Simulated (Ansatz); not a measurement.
Computed with frozen-core CCSD(T)/cc-pVTZ // PBE-D3(BJ)/def2-SVP (Ansatz, an electronic-structure program).

Ansatz 0.2 input:
```yaml
crystal:
  periodic: [false, false, false]
  atoms:
    - { symbol: B, position_ang: [-0.140783, -0.055968, 0.083272] }
    - { symbol: F, position_ang: [-0.848282, 0.474173, -0.959742] }
    - { symbol: F, position_ang: [0.078275, 0.785712, 1.133441] }
    - { symbol: F, position_ang: [-0.395362, -1.357856, 0.365473] }
    - { symbol: C, position_ang: [1.615368, -0.606031, -1.911796] }
    - { symbol: O, position_ang: [1.482057, -0.128257, -0.557461] }
    - { symbol: H, position_ang: [1.04441, 0.029627, -2.616679] }
    - { symbol: H, position_ang: [1.193088, -1.626571, -1.912181] }
    - { symbol: H, position_ang: [2.687292, -0.64712, -2.184131] }
    - { symbol: H, position_ang: [1.842272, 0.776921, -0.466877] }
basis:
  gaussian: { orbitals: cc-pVTZ }
correlation:
  method: ccsd_t
```

Output:

```
Functional definition: HF
1420 factors; integrals over basis functions are off by at most 1.3e-3 eV
mean field evaluation 1: about -11926.4742 eV, gradient 4.5e1 eV
mean field evaluation 2: about -11926.6643 eV, gradient 4.5e1 eV
mean field evaluation 4: about -11930.1048 eV, gradient 3.1e0 eV
mean field evaluation 8: about -11930.1393 eV, gradient 1.4e-1 eV
mean field evaluation 16: about -11929.1613 eV, gradient 2.4e1 eV
mean field -11930.13934216 eV, -438.4245342853 hartree, gradient 1.2e-6 eV, S^2 0.000000; 0 other end points of the search recorded, 0 dependent functions left out
6 core orbitals not correlated
reference -11930.13934216 eV, -438.4245342853 hartree; 19, 19 occupied and 211, 211 virtual orbitals, 1420 factors
second order -34.85955551 eV of doubles, -0.00000000 eV of singles
cycle   1  -34.53014851 eV  change    3.3e-1 eV  update   1.1e-1
cycle   2  -35.20067873 eV  change   -6.7e-1 eV  update   2.8e-2
cycle   3  -35.34321547 eV  change   -1.4e-1 eV  update   1.4e-2
cycle   4  -35.32188693 eV  change    2.1e-2 eV  update   2.5e-3
cycle   5  -35.32094810 eV  change    9.4e-4 eV  update   1.1e-3
cycle   6  -35.32218382 eV  change   -1.2e-3 eV  update   3.2e-4
cycle   7  -35.32204744 eV  change    1.4e-4 eV  update   1.2e-4
cycle   8  -35.32193977 eV  change    1.1e-4 eV  update   3.7e-5
cycle   9  -35.32194719 eV  change   -7.4e-6 eV  update   1.5e-5
perturbative correction -1.11227666 eV, -0.0408754135 hartree
Total energy: -11966.57356601 eV, -439.7634673160 hartree
```

Cost: very roughly 12 core-minutes.
